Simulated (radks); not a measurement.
Question: Method: scalar-relativistic Kohn-Sham, LDA (Slater exchange, Perdew-Wang correlation), spin-polarised, spherical densities, finite nucleus; open shells are filled with parallel spins first (spin-orbit coupling, left out, can overturn this in heavy ions); Fermi nuclear charge, rms radius of each element as measured or else 0.836 A^(1/3) + 0.57 fm; computed with a radial shooting solver on a logarithmic mesh with Libxc functionals. Response by self-consistent Sternheimer equations with the Hartree and adiabatic LDA kernel, the relativistic mass of each level held fixed and spin-orbit coupling left out. For heavy and open-shell atoms this level of theory can miss by tens of per cent. Rank Hg5+, Hg+, Hg2+, Hg4+, Hg6+, Hg, Hg3+ (NIST ground configurations) by static dipole polarisability, largest first.

Answer: Hg 33.77, Hg+ 18.25, Hg2+ 8.161, Hg3+ 5.742, Hg4+ 4.254, Hg5+ 3.260, Hg6+ 2.560 bohr^3.
